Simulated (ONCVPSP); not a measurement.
Potentials for manganese (Mn) compared

Generated with ld1.x 7.5 (TM, RRKJ, ultrasoft, PAW), atompaw 4.2 or ONCVPSP 4.0.1. The cutoff is in Ry: for ld1.x and atompaw files where the sum of valence levels is converged to 10 mRy in a Bessel basis, for ONCV files where the hardest occupied wave has 1 mHa per electron of residual kinetic energy. The error is the largest all-electron minus pseudo excitation energy over each file’s own four to seven test configurations (ionisations up to +4, promotions, holes and added fractions of an electron), all of which were solved. The labels leave out finer settings (local radius, basis sizes, second energies), which also bear on the numbers. Spin-polarised tests are not counted. The rows are a selection from randomly drawn settings: files with unsolved tests, undetermined cutoffs or missed reference levels are left out.

```tsv
potential	cutoff (Ry)	largest error (meV)	bound ghosts
ONCV, PBE, scalar-relativistic, rc 2.55/2.30/1.80 (spd), local smoothed, core correction no, reference 3d5 4s2, qcut 2.6/4/8.2, projectors 2/2/1	56	+106	none
ONCV, LDA (Perdew-Wang 92), scalar-relativistic, rc 1.60/0.85/1.30 (spd), local smoothed, core correction yes, reference 3s2 3p6 3d5 4s2, qcut 6.3/11.4/9.8, projectors 3/1/2	98	-33	none
ONCV, PBEsol, scalar-relativistic, rc 1.15/1.05/1.95 (spd), local smoothed, core correction no, reference 3s2 3p6 3d5 4s2, qcut 10.6/15.6/7.1, projectors 2/2/3	146	-280	none
```

**Question.** Fill in the row for Mn: ONCV, PBE, scalar-relativistic, rc 1.60/0.95/2.05 (spd), local smoothed, core correction yes, reference 3s2 3p6 3d5 4s2, qcut 7.1/9/7.2, projectors 2/3/2.

**Answer.** cutoff 97 Ry, largest error -386 meV, bound ghosts: none.

**Question.** Fill in the row for Mn: ONCV, LDA (Perdew-Zunger), scalar-relativistic, rc 1.70/1.35/1.60 (spd), local smoothed, core correction yes, reference 3s2 3p6 3d5 4s1.75 4p0.25, qcut 5.7/10.5/7.7, projectors 2/2/2.

**Answer.** cutoff 62 Ry, largest error +27 meV, bound ghosts: none.

**Question.** Fill in the row for Mn: ONCV, PBE, non-relativistic, rc 1.15/1.40/1.50 (spd), local smoothed, core correction no, reference 3s2 3p6 3d5 4s2, qcut 8.4/10.3/11.5, projectors 3/2/3.

**Answer.** cutoff 93 Ry, largest error -45 meV, bound ghosts: none.
